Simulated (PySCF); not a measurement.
Working out the ionisation energy of B²⁺

B²⁺ [He] 2s1 (2S) → B³⁺ 1s2 (1S). Computed with PySCF 2.14 in def2-TZVPPD (6s3p3d1f, 37 functions), with no relativity, point nucleus. Frozen: nothing. Energies in hartree (1 hartree = 27.21139 eV):

```json
{"part": "UHF", "B²⁺ (lower)": "-23.375406", "B³⁺ (upper)": "-21.985925"}
{"part": "MP2 opposite-spin", "B²⁺ (lower)": "-0.014014", "B³⁺ (upper)": "-0.013516"}
{"part": "MP2 same-spin", "B²⁺ (lower)": "-0.000126", "B³⁺ (upper)": "0.000000"}
```

What does Hartree-Fock give?

(-21.985925) − (-23.375406) = 1.389481 hartree = 37.810 eV.

What do MP2 and SCS-MP2 (6/5 opposite-spin, 1/3 same-spin) give?

The opposite-spin parts differ by 0.014 eV and the same-spin parts by 0.003 eV. MP2: 37.810 + (0.014) + (0.003) = 37.827 eV. SCS-MP2: 37.810 + 1.2 × (0.014) + (0.003)/3 = 37.828 eV.

Measured between the centres of the two terms (NIST): 37.931 eV, so MP2 (valence and next inner shell) is off by -0.104 eV.

What remains against the reference includes basis incompleteness and correlation beyond second order.
